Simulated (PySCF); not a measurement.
Compound: NbSF3 (singlet state).
Bonds: Nb1–S2, Nb1–F3, Nb1–F4, Nb1–F5.

Method: PBE0-D3(BJ)/def2-SVP geometry optimisation, gas phase, def2 core potentials past Kr in PySCF 2.14.0; density fitting, grid level 1; the optimiser is geomeTRIC in internal coordinates, started from a GFN2-xTB structure.

Step 0: E = -20521.4253 eV
```
atom  x, y, z in Å  |  force x, y, z in eV/Å
Nb1    -0.0013    0.0024   -0.2519    0.028  -0.050   4.696
S2      0.0090   -0.0156    1.9617   -0.003   0.021  -2.146
F3      1.7841    0.0086   -0.5783    1.155   0.009  -0.875
F4     -0.8997    1.5500   -0.5541   -0.594   1.013  -0.834
F5     -0.8921   -1.5454   -0.5774   -0.587  -0.992  -0.841
```

**Question.** Estimate the geometry and energy of step 1. (The exact step hangs on the optimiser's Hessian estimate; all steps are aligned on step 0, rigid shifts and turns removed.)

**Answer.** E = -20521.7875 eV, largest force 1.290 eV/Å
```
atom  x, y, z in Å  |  force x, y, z in eV/Å
Nb1     0.0002    0.0010   -0.0937   -0.013   0.009  -1.290
S2      0.0078   -0.0159    1.9994    0.007  -0.007   1.013
F3      1.7855    0.0092   -0.6448   -0.533  -0.004   0.099
F4     -0.9006    1.5512   -0.6189    0.269  -0.456   0.089
F5     -0.8930   -1.5454   -0.6420    0.271   0.458   0.088
```

The energy changes by -0.3622 eV. The first-order estimate −F·Δx gives -0.8326 eV and the mean of the old and new forces, exact on a quadratic surface, -0.3234 eV. The step makes an angle of 43° with the force vector and moves no atom by more than 0.158 Å.

The cost below is that of the whole optimisation. The run took 26 s wall on an Arm Neoverse V1 with one thread, shared host.
